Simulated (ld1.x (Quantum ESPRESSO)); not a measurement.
# magnesium (Mg), TM: configuration errors across variants

ld1.x (Quantum ESPRESSO) 7.5 input, shortened:

```
&input
   title='Mg', zed=12., rel=0, dft='BP', iswitch=3,
   config='[Ne] 3s1.75 3p0'
 /
 &inputp
   pseudotype=2, tm=.true., lloc=0,
   nlcc=.false.
 /
2
2P  2  1   6.00   0.00  0.55  0.55  0.0
2S  1  0   2.00   0.00  0.80  0.80  0.0
 &test
   configts(1)='2s2 2p6 3s1.75 3p0'
 /
```

Occupied shells without a wave of their own: 3s. They enter only through the test configuration that unscreens the potential.

All-electron excitation energies from the reference (eV): (1) 2s2 2p6 3s2 3p0 -1.398; (2) 2s2 2p6 3s1 3p0 6.675; (3) 2s2 2p6 3s0 3p0 21.563; (4) 2s2 2p6 3s1 3p1 2.089; (5) 2s2 2p6 3s0 3p2 5.761; (6) 2s1 2p6 3s2 3p0 89.898; (7) 2s2 2p5 3s2 3p0 57.324.

Errors AE − PS in meV (a dash: test not solved or not reliable):

```tsv
change	(1)	(2)	(3)	(4)	(5)	(6)	(7)	bound ghosts
base	+11	-45	-144	-29	-76	+68	+104	none
all radii scaled by about 0.87 (s 0.70, p 0.48 bohr)	+5.6	-23	-75	-16	-42	+45	+53	none
all radii scaled by about 0.95 (s 0.76, p 0.52 bohr)	+8.3	-35	-112	-23	-60	+58	+81	none
all radii scaled by about 1.13 (s 0.90, p 0.62 bohr)	+19	-81	-258	-51	-133	+101	+179	none
all radii scaled by about 1.21 (s 0.98, p 0.66 bohr)	+28	-119	-382	-74	-195	+131	+250	none
all radii scaled by about 1.30 (s 1.04, p 0.72 bohr)	+34	-141	-452	-88	-230	+143	+290	none
all radii scaled by about 1.35 (s 1.08, p 0.74 bohr)	+36	-152	-488	-95	-249	+149	+309	none
```

Problem. Give the same row for: all radii scaled by about 0.76 (s 0.60, p 0.42 bohr).

Solution. +2.6, -11, -35, -8.7, -22, +28, +21; bound ghosts: not determined.
